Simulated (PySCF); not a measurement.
hydrogen isocyanide (CHN), singlet, at a GFN2-xTB geometry; CAMB3LYP/def2-SVP in PySCF.

Input for PySCF:
```python
from pyscf import gto, scf, dft

mol = gto.Mole()
mol.atom = '''
    C    -0.00000000   -0.00000000   -0.73320915
    N     0.00000000    0.00000000    0.42522810
    H     0.00000000    0.00000000    1.42265821
'''
mol.basis = 'def2-svp'
mol.verbose = 4
mol.build()

mf = dft.RKS(mol)
mf.xc = 'camb3lyp'
mf.level_shift = 0.1
mf.max_cycle = 100
mf.kernel()
```

It wrote (shortened):

```
PySCF version 2.14.0

[INPUT] verbose = 4
[INPUT] num. atoms = 3
[INPUT] num. electrons = 14
[INPUT] charge = 0
[INPUT] spin (= nelec alpha-beta = 2S) = 0
[INPUT] symmetry False subgroup None
[INPUT] Mole.unit = angstrom
[INPUT] Symbol           X                Y                Z      unit          X                Y                Z       unit  Magmom
[INPUT]  1 C      0.000000000000   0.000000000000  -0.733209150000 AA    0.000000000000   0.000000000000  -1.385564485525 Bohr   0.0
[INPUT]  2 N      0.000000000000   0.000000000000   0.425228100000 AA    0.000000000000   0.000000000000   0.803564649469 Bohr   0.0
[INPUT]  3 H      0.000000000000   0.000000000000   1.422658210000 AA    0.000000000000   0.000000000000   2.688434385764 Bohr   0.0

nuclear repulsion = 24.3722504429289
number of shells = 15
number of NR pGTOs = 55
number of NR cGTOs = 33
basis = def2-svp
ecp = {}

******** <class 'pyscf.dft.rks.RKS'> ********
method = RKS
initial guess = minao
damping factor = 0
level_shift factor = 0.1
DIIS = <class 'pyscf.scf.diis.CDIIS'>
diis_start_cycle = 1
diis_space = 8
diis_damp = 0
SCF conv_tol = 1e-09
SCF conv_tol_grad = None
SCF max_cycles = 100
direct_scf = True
direct_scf_tol = 1e-13
XC library pyscf.dft.libxc version 7.1.2
    S. Lehtola, C. Steigemann, M. J. T. Oliveira, and M. A. L. Marques,  SoftwareX 7, 1–5 (2018)
XC functionals = camb3lyp
    T. Yanai, D. P. Tew, and N. C. Handy,  Chem. Phys. Lett. 393, 51 (2004)
radial grids:
    Treutler-Ahlrichs [JCP 102, 346 (1995); DOI:10.1063/1.469408] (M4) radial grids

becke partition: Becke, JCP 88, 2547 (1988); DOI:10.1063/1.454033
pruning grids: <function nwchem_prune>
grids dens level: 3
symmetrized grids: False
atomic radii adjust function: <function treutler_atomic_radii_adjust>
small_rho_cutoff = 0
Set gradient conv threshold to 3.16228e-05
Initial guess from minao.
tot grids = 37832
init E= -93.3989581909896
  HOMO = -0.305539051860708  LUMO = 0.0750443532626218  gap/eV = 10.35620
cycle= 1 E= -93.2743907627286  delta_E= 0.125  |g|= 0.178  |ddm|= 1.83
  HOMO = -0.365374069374989  LUMO = 0.184325072314513  gap/eV = 14.95808
cycle= 2 E= -93.2820264052454  delta_E= -0.00764  |g|= 0.0543  |ddm|= 0.281
  HOMO = -0.381770543649722  LUMO = 0.177092149942776  gap/eV = 15.20743
cycle= 3 E= -93.2826430868163  delta_E= -0.000617  |g|= 0.022  |ddm|= 0.0524
  HOMO = -0.382173820314624  LUMO = 0.17985166325324  gap/eV = 15.29349
cycle= 4 E= -93.2827226985134  delta_E= -7.96e-05  |g|= 0.0111  |ddm|= 0.0223
  HOMO = -0.379757247017176  LUMO = 0.180990889918957  gap/eV = 15.25873
cycle= 5 E= -93.282751606188  delta_E= -2.89e-05  |g|= 0.001  |ddm|= 0.0114
  HOMO = -0.380151486783376  LUMO = 0.180642976168328  gap/eV = 15.25999
cycle= 6 E= -93.2827522874748  delta_E= -6.81e-07  |g|= 0.000218  |ddm|= 0.0031
  HOMO = -0.380131194557914  LUMO = 0.18067383388095  gap/eV = 15.26028
cycle= 7 E= -93.2827523264236  delta_E= -3.89e-08  |g|= 4.62e-05  |ddm|= 0.000819
  HOMO = -0.380141724693176  LUMO = 0.180669842635146  gap/eV = 15.26046
cycle= 8 E= -93.2827523284181  delta_E= -1.99e-09  |g|= 1.02e-05  |ddm|= 0.000185
  HOMO = -0.38013980484002  LUMO = 0.180670927636303  gap/eV = 15.26044
cycle= 9 E= -93.2827523285298  delta_E= -1.12e-10  |g|= 2.11e-06  |ddm|= 4.77e-05
  HOMO = -0.380139764221969  LUMO = 0.0806708705128153  gap/eV = 12.53930
Extra cycle  E= -93.2827523285344  delta_E= -4.62e-12  |g|= 1.41e-06  |ddm|= 1.07e-05
converged SCF energy = -93.2827523285344
```
